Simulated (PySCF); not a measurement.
# From computed data to an observable: entropy of an ideal gas

Cl3OSi, SMILES [O][Si](Cl)(Cl)Cl (connectivity only; charge and spin as stated), charge -1, multiplicity 1.

Geometry optimised at B3LYP-D3(BJ)/def2-SVPD. The multiplicity is an assumed one; other spin states were not compared. The isomer is the one that the SMILES or the coordinates give; other isomers of the formula were not compared.

B3LYP-D3(BJ)/def2-SVPD in PySCF gives the harmonic wavenumbers 151, 151, 217, 270, 270, 408, 480, 480, 1153 cm⁻¹ and the rotational temperatures 0.0832, 0.0832, 0.0622 K. The molar mass is 150.43 g/mol, the symmetry number 3, the spin multiplicity 1.

Task: Work out the entropy at 298.15 K and 1 atm in the rigid-rotor, harmonic-oscillator model.

Result: 
Translation (Sackur–Tetrode at 1 atm): S = R[1.5 ln M + 2.5 ln T − 1.16487] = 171.3 J/(mol K).
Rotation: q = (√π/σ) T^1.5/√(θA θB θC) = 147000, S = R[ln q + 3/2] = 111.4 J/(mol K).
Vibration: with u = 1.4388 ν/T, each mode gives R[u/(e^u − 1) − ln(1 − e^−u)]:
| ν (cm⁻¹) | modes | u | S (J/(mol K)) |
|---|---|---|---|
| 151 | 2 | 0.73 | 22.26 |
| 217 | 1 | 1.05 | 8.30 |
| 270 | 2 | 1.30 | 13.36 |
| 408 | 1 | 1.97 | 3.91 |
| 480 | 2 | 2.32 | 5.94 |
| 1153 | 1 | 5.56 | 0.21 |
These are all the modes. Sum 54.0 J/(mol K).
Spin: R ln 1 = 0.0 J/(mol K).
Total 336.6 J/(mol K); the program's own thermochemistry gives 336.6. Translation makes up 51 % and vibration 16 %. Anharmonicity, hindered rotation and orbital degeneracy are left out.
